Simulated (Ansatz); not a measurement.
| atom | x (Å) | y (Å) | z (Å) |
| --- | --- | --- | --- |
| Fe | 0.0000 | 0.0000 | 0.0000 |
| N | 0.0000 | 0.0000 | 1.5800 |

Basis set: pcseg-2 (spherical functions). Some runs use density fitting. Charge 0, multiplicity 2.

Computed with Ansatz (development build ahead of 0.2.0); each method stands on the lowest determinant of its kind that the runs found. Restricted functionals stand beside restricted open-shell atoms, which can lie above the unrestricted atoms usual in DFT and then raise those values.

(1) Give the atomization energy at this shape (free ground-state atoms in the same class of orbitals less the molecule, no zero-point energy) of doublet FeN by PBE (unrestricted), PBE (restricted open-shell), PBE0 (unrestricted), UHF.

Results:

(1)

| method | atomization energy |
| --- | --- |
| PBE (unrestricted) | 360.1 kJ/mol |
| PBE (restricted open-shell) | 351.2 kJ/mol |
| PBE0 (unrestricted) | 192.9 kJ/mol |
| UHF | -206.9 kJ/mol |

Caution: another spin multiplicity may lie lower. Caution for PBE (unrestricted): the unrestricted determinant is spin contaminated. Caution for PBE0 (unrestricted), UHF: the unrestricted determinant is a mixture of spin states. Caution for UHF: the molecule lies well above its atoms at this level.

The shape needn't be a minimum at these levels.
